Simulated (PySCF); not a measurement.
**Bromine: a sound run and one with changed settings**

Sound run: Br [Ar] 3d10 4s2 4p5, Br+ [Ar] 3d10 4s2 4p4. Calculation: PySCF 2.14, in def2-TZVP (6s5p4d1f, 48 functions); no relativity, point nucleus. The sound run starts from symmetry-adapted Hartree-Fock orbitals and uses a fine grid where one is needed.

Changed run: radial step 0.8 in ln r (0.13 in the sound run). This setting is unsound on purpose.

```
species  method  sound run (hartree)  changed run (hartree)  converged
     Br     UHF          -2572.39810            -2572.39810        yes
     Br  M06-2X          -2574.15020            -2574.73660        yes
     Br    MN15          -2574.44406            -2575.38149        yes
    Br+     UHF          -2572.00262            -2572.00262        yes
    Br+  M06-2X          -2573.72013            -2574.30057        yes
    Br+    MN15          -2574.01233            -2574.97015        yes
```

Ionisation energy of Br:

| method | sound run (eV) | changed run (eV) |
| --- | --- | --- |
| UHF | 10.761 | 10.761 |
| M06-2X | 11.703 | 11.865 |
| MN15 | 11.748 | 11.193 |

A coarse radial grid mis-integrates the density and the exchange-correlation energy, with errors of either sign; Hartree-Fock needs no grid.

For comparison, NIST gives 11.814 eV between the lowest levels.
